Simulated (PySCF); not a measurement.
A geometry optimisation, step by step.

Compound: C6H4BF4 (charge -1).
SMILES with atom numbers: `[F:1][c:2]1[cH:3][cH:4][b-:5]([C:6]([F:7])([F:8])[F:9])[cH:10][cH:11]1` (hydrogens: H12 on C3; H13 on C4; H14 on C10; H15 on C11)
Bond orders are those of one Lewis drawing.

Method: PySCF, PBE0-D3(BJ)/def2-SVP geometry optimisation, gas phase; density fitting, grid level 1; the optimiser is geomeTRIC in internal coordinates, started from a GFN2-xTB structure. 8 of its 9 geometries are shown. The frame can shift and turn from step to step; on so coarse a grid that alone can change the energy by a few meV, and forces under 0.02 eV/Å are noise.

Step 0: E = -17801.2061 eV, largest atomic force 1.495 eV/Å
```
atom  x, y, z in Å  |  force x, y, z in eV/Å
F1      3.439   -0.269   -0.415   -0.816   0.051   0.089
C2      2.060   -0.160   -0.254    1.481  -0.115  -0.174
C3      1.527    1.103   -0.073    0.158  -0.051   0.002
C4      0.162    1.262    0.093   -0.282   0.136   0.044
B5     -0.718    0.058    0.072   -0.869   0.071   0.060
C6     -2.318    0.181    0.289   -0.652   0.049   0.126
F7     -3.071   -0.778   -0.334    0.358   0.035   0.032
F8     -2.880    1.354   -0.139    0.343  -0.102   0.023
F9     -2.719    0.097    1.600    0.274  -0.003  -0.182
C10    -0.063   -1.267   -0.131   -0.303  -0.085   0.026
C11     1.312   -1.322   -0.288    0.166   0.017   0.009
H12     2.209    1.948   -0.064    0.317   0.258  -0.014
H13    -0.189    2.282    0.230   -0.195   0.317   0.038
H14    -0.589   -2.218   -0.170   -0.247  -0.276  -0.015
H15     1.835   -2.262   -0.438    0.267  -0.302  -0.064
```

Step 1: E = -17801.2605 eV, largest atomic force 0.272 eV/Å
```
atom  x, y, z in Å  |  force x, y, z in eV/Å
F1      3.426   -0.340   -0.343    0.222   0.015  -0.045
C2      2.081   -0.205   -0.214   -0.262  -0.047   0.056
C3      1.548    1.072   -0.053    0.072   0.055  -0.008
C4      0.170    1.257    0.086   -0.014   0.058   0.022
B5     -0.744    0.062    0.070    0.004   0.008   0.015
C6     -2.332    0.233    0.246    0.220  -0.020  -0.088
F7     -3.058   -0.828   -0.196   -0.084   0.025   0.025
F8     -2.834    1.309   -0.422   -0.105  -0.023   0.035
F9     -2.730    0.415    1.537   -0.058  -0.014   0.009
C10    -0.092   -1.282   -0.106   -0.072  -0.027  -0.014
C11     1.296   -1.355   -0.243    0.090  -0.044  -0.011
H12     2.256    1.912   -0.047   -0.015  -0.026  -0.001
H13    -0.181    2.292    0.201    0.015  -0.007  -0.012
H14    -0.644   -2.231   -0.148    0.002   0.023   0.004
H15     1.822   -2.310   -0.382   -0.015   0.024   0.013
```

Step 2: E = -17801.2631 eV, largest atomic force 0.085 eV/Å
```
atom  x, y, z in Å  |  force x, y, z in eV/Å
F1      3.431   -0.332   -0.350    0.055  -0.056  -0.008
C2      2.081   -0.207   -0.212   -0.027   0.041   0.005
C3      1.554    1.073   -0.055   -0.044  -0.003   0.001
C4      0.177    1.267    0.084   -0.038   0.009   0.011
B5     -0.743    0.073    0.066    0.042  -0.005  -0.015
C6     -2.333    0.227    0.247   -0.036   0.018  -0.024
F7     -3.057   -0.837   -0.193    0.021  -0.050  -0.036
F8     -2.864    1.297   -0.407    0.018   0.023  -0.015
F9     -2.732    0.393    1.540    0.035   0.005   0.078
C10    -0.093   -1.272   -0.110   -0.047  -0.063   0.009
C11     1.297   -1.358   -0.242    0.040   0.073  -0.003
H12     2.267    1.908   -0.052   -0.002  -0.011  -0.003
H13    -0.168    2.303    0.195    0.006   0.005  -0.003
H14    -0.650   -2.217   -0.151   -0.013   0.003   0.001
H15     1.819   -2.315   -0.376   -0.012   0.010   0.002
```

Step 3: E = -17801.2639 eV, largest atomic force 0.061 eV/Å
```
atom  x, y, z in Å  |  force x, y, z in eV/Å
F1      3.433   -0.340   -0.352   -0.050   0.033   0.011
C2      2.082   -0.203   -0.213   -0.030  -0.015  -0.009
C3      1.552    1.077   -0.058    0.033   0.011  -0.001
C4      0.174    1.269    0.081   -0.013  -0.032  -0.002
B5     -0.742    0.073    0.063    0.011   0.008  -0.014
C6     -2.331    0.223    0.250   -0.051   0.015  -0.006
F7     -3.053   -0.842   -0.192    0.019  -0.011  -0.012
F8     -2.870    1.295   -0.395    0.021  -0.004   0.007
F9     -2.721    0.380    1.548    0.018  -0.001   0.023
C10    -0.095   -1.273   -0.114    0.026   0.028   0.019
C11     1.296   -1.351   -0.242   -0.004  -0.036  -0.006
H12     2.264    1.912   -0.055    0.004   0.015  -0.001
H13    -0.171    2.306    0.191    0.003  -0.001  -0.001
H14    -0.652   -2.218   -0.153    0.005   0.005  -0.002
H15     1.819   -2.307   -0.374    0.008  -0.012  -0.005
```

Step 5: E = -17801.2645 eV, largest atomic force 0.024 eV/Å
```
atom  x, y, z in Å  |  force x, y, z in eV/Å
F1      3.430   -0.323   -0.356    0.000   0.008  -0.004
C2      2.079   -0.195   -0.219    0.024   0.000  -0.002
C3      1.546    1.083   -0.064    0.006   0.000  -0.001
C4      0.168    1.271    0.078    0.003   0.003  -0.007
B5     -0.742    0.072    0.062   -0.005  -0.001  -0.001
C6     -2.330    0.214    0.257    0.010   0.001   0.002
F7     -3.048   -0.851   -0.191   -0.005   0.009   0.006
F8     -2.876    1.289   -0.375   -0.003  -0.009   0.010
F9     -2.711    0.358    1.560   -0.007  -0.009  -0.010
C10    -0.090   -1.272   -0.114    0.003  -0.019   0.004
C11     1.300   -1.349   -0.247   -0.020   0.013   0.004
H12     2.256    1.920   -0.062   -0.001   0.000  -0.001
H13    -0.180    2.306    0.188   -0.002   0.001   0.001
H14    -0.645   -2.218   -0.151   -0.003  -0.004  -0.001
H15     1.827   -2.303   -0.380    0.000   0.005  -0.001
```

Step 6: E = -17801.2646 eV, largest atomic force 0.054 eV/Å
```
atom  x, y, z in Å  |  force x, y, z in eV/Å
F1      3.432   -0.295   -0.374    0.019  -0.001  -0.007
C2      2.081   -0.177   -0.232   -0.002  -0.007   0.009
C3      1.539    1.097   -0.075   -0.017  -0.008  -0.004
C4      0.160    1.271    0.073   -0.002   0.053  -0.006
B5     -0.743    0.067    0.062   -0.006  -0.021   0.014
C6     -2.332    0.193    0.272   -0.008   0.002   0.029
F7     -3.047   -0.868   -0.188    0.011  -0.039  -0.025
F8     -2.893    1.274   -0.335    0.007   0.042  -0.033
F9     -2.705    0.311    1.579    0.018  -0.004   0.028
C10    -0.080   -1.272   -0.113   -0.002  -0.008  -0.010
C11     1.310   -1.336   -0.254   -0.001  -0.009  -0.001
H12     2.243    1.940   -0.077   -0.013  -0.003   0.001
H13    -0.196    2.304    0.183   -0.006   0.005   0.003
H14    -0.628   -2.222   -0.147    0.006  -0.007   0.002
H15     1.844   -2.285   -0.388   -0.004   0.005   0.002
```

Step 7: E = -17801.2648 eV, largest atomic force 0.062 eV/Å
```
atom  x, y, z in Å  |  force x, y, z in eV/Å
F1      3.433   -0.259   -0.395    0.015   0.008  -0.001
C2      2.081   -0.156   -0.245   -0.028  -0.017   0.009
C3      1.525    1.111   -0.087    0.012   0.043  -0.002
C4      0.145    1.276    0.069    0.017  -0.008  -0.015
B5     -0.743    0.060    0.065   -0.013  -0.011   0.026
C6     -2.331    0.169    0.287   -0.003  -0.021   0.037
F7     -3.040   -0.890   -0.188    0.005  -0.041  -0.029
F8     -2.907    1.256   -0.294    0.002   0.051  -0.035
F9     -2.695    0.257    1.600    0.015   0.004   0.018
C10    -0.066   -1.272   -0.112   -0.018  -0.017  -0.016
C11     1.323   -1.323   -0.261   -0.002   0.013   0.000
H12     2.220    1.961   -0.094   -0.004   0.004   0.000
H13    -0.221    2.306    0.180    0.003  -0.005   0.002
H14    -0.605   -2.227   -0.142    0.004  -0.006   0.005
H15     1.866   -2.268   -0.398   -0.008   0.003   0.003
```

Step 8: E = -17801.2652 eV, largest atomic force 0.026 eV/Å
```
atom  x, y, z in Å  |  force x, y, z in eV/Å
F1      3.433   -0.243   -0.402    0.009   0.009   0.002
C2      2.081   -0.145   -0.248   -0.021  -0.012   0.003
C3      1.520    1.120   -0.090    0.007   0.007  -0.001
C4      0.139    1.276    0.068    0.003   0.004  -0.008
B5     -0.743    0.056    0.068    0.007  -0.011   0.015
C6     -2.332    0.158    0.291    0.014  -0.011   0.019
F7     -3.034   -0.902   -0.193    0.002  -0.004  -0.005
F8     -2.909    1.247   -0.284   -0.008   0.017  -0.014
F9     -2.696    0.235    1.604   -0.002  -0.001  -0.010
C10    -0.061   -1.272   -0.110   -0.014  -0.011  -0.011
C11     1.328   -1.316   -0.262    0.007   0.013   0.001
H12     2.210    1.974   -0.100   -0.003   0.002   0.000
H13    -0.232    2.304    0.180   -0.001   0.000   0.001
H14    -0.594   -2.231   -0.138    0.002  -0.004   0.003
H15     1.876   -2.258   -0.399   -0.003   0.002   0.003
```

**Question.** Summarise the path.

**Answer.** The energy falls by 5.71 kJ/mol from step 0 to step 8; nine tenths of that is first reached at step 1. It falls at every step. The largest force goes from 1.495 to 0.026 eV/Å. Among the bonds F1–C2 changes most, from 1.392 to 1.364 Å; the atoms move by 0.063 Å rms after alignment.

**Question.** Follow the three bonds and two angles with the largest change from start to end.

**Answer.** 
```tsv
step	E above end (kJ/mol)	largest force (eV/Å)	F1–C2 (Å)	C3–C4 (Å)	C10–C11 (Å)	F7–C6–F8 (°)	C2–C3–H12 (°)
0	5.71	1.495	1.392	1.384	1.384	103.4	118.0
1	0.45	0.272	1.358	1.397	1.397	105.1	117.0
2	0.20	0.085	1.363	1.398	1.398	104.6	117.0
3	0.13	0.061	1.365	1.398	1.399	104.6	116.9
4	0.09	0.042	1.365	1.398	1.398	104.7	117.0
5	0.07	0.024	1.365	1.398	1.398	104.7	116.9
6	0.06	0.054	1.364	1.398	1.398	104.6	116.9
7	0.03	0.062	1.364	1.398	1.398	104.6	116.8
8	0.00	0.026	1.364	1.398	1.398	104.7	116.9
```

What follows is the cost of the whole optimisation. Rough CPU time on one thread of a shared machine: about 5 min.
